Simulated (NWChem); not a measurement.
System: CH3BeF; SMILES [CH3][Be][F]

NWChem input:

```
start job
memory heap 200 mb stack 900 mb global 1100 mb
geometry units angstroms noautosym nocenter noautoz
  Be    -0.000380     0.153126    -0.000003
  F     -0.000755     1.530407     0.000008
  C      0.000055    -1.525742    -0.000006
  H      0.383191    -1.927614    -0.942735
  H     -1.007769    -1.928003     0.139659
  H      0.625097    -1.927520     0.803072
end
basis spherical
  * library aug-cc-pvdz
end
dft
  xc pbe0
  iterations 150
end
property
  response 1 0.1139
end
task dft property
```

Structure relaxed at the PBE0-D3(BJ)/def2-TZVP level.

Field at 400 nm.

### Question
What results follow from this input? (PBE0/aug-cc-pVDZ.) Quantities: isotropic polarisability (bohr³); anisotropy (bohr³).

### Answer
* **isotropic polarisability (bohr³)**: 29.9
* **anisotropy (bohr³)**: 7.5
